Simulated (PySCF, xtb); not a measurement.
CH₄OSSi, neutral, multiplicity 1. Atoms are numbered in the order given.

```xyz
8

Si     0.8220     0.0353     0.0000
O     -0.4337    -1.0602     0.0000
C     -0.2572    -2.4615     0.0000
H     -0.7355    -2.8936     0.8936
H     -0.7355    -2.8936    -0.8936
H      0.8112    -2.7485     0.0000
S     -0.4057     1.7918     0.0000
H      0.6562     2.6226     0.0000
```

Geometry optimised at ωB97X-D3(BJ)/def2-SVP. Other conformers were not sampled.

Computed with IEF-PCM-PBE0/def2-SVP run with PySCF.

The values are the electrostatic part of the solvation free energy, E(continuum) − E(gas) at the gas-phase geometry, in a cavity of scaled van der Waals radii (PySCF's table); cavitation and dispersion terms are not included. In vacuum the orbital gap is 5.15 eV. The dipole moment in vacuum is 1.57 D.

```json
[
 {"solvent": "water", "ε": "78.36", "ΔG(elec) (kcal/mol)": "-3.7", "dipole (D)": "2.04", "gap (eV)": "5.20"},
 {"solvent": "chloroform", "ε": "4.71", "ΔG(elec) (kcal/mol)": "-2.6", "dipole (D)": "1.89", "gap (eV)": "5.19"},
 {"solvent": "dimethylsulfoxide", "ε": "46.83", "ΔG(elec) (kcal/mol)": "-3.7", "dipole (D)": "2.04", "gap (eV)": "5.20"}
]
```

For comparison, GFN2-xTB/ALPB(water) (xtb, at the GFN2-xTB geometry, all terms of that model) gives -0.8 kcal/mol.
